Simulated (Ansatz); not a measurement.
Isolated molecules relaxed with PBE0-D4/def2-TZVP in Ansatz; ΔE leaves out vibrations. CBS: MP2 limit from def2 TZ/QZ plus the TZ coupled-cluster correction, frozen cores. Functionals use def2-TZVPP. Each species was taken in one conformer, which may not be the lowest.

Reaction (substitution at a C–O bond): `[SiH3]OCS` + `[SiH3]S` → `[SiH3]SCS` + `O[SiH3]`

```tsv
level	ΔE (kJ/mol)
B2PLYP	-30.7
HF/def2-TZVPP	-16.4
```

Q: What does CCSD(T)/CBS give? (Best estimate.)

A: Ansatz gave: -39.1 kJ/mol. The listed levels differ from it by 8.4, 22.7 kJ/mol.

Largest T1 diagnostic among the species: 0.012.

In def2-TZVPP, CCSD(T) changes the Hartree–Fock value by −16.8 kJ/mol (the triples alone add −3.2 kJ/mol) and MP2 by −26.5 kJ/mol. The D4 term adds −7.7 kJ/mol with B3LYP and −3.9 kJ/mol with PBE0; it sums over pairs of atoms, weighted by their polarisabilities, and B3LYP, whose exchange is more repulsive, gets the larger term. Leaving LDA and LC-ωPBE aside and taking each functional with its dispersion term where it has one, the values, not all of them listed here, spread over 12.1 kJ/mol, from revPBE-D4 to CAM-B3LYP-D4.

B3LYP here is the variant with VWN-RPA as its local correlation; programs differ in this.
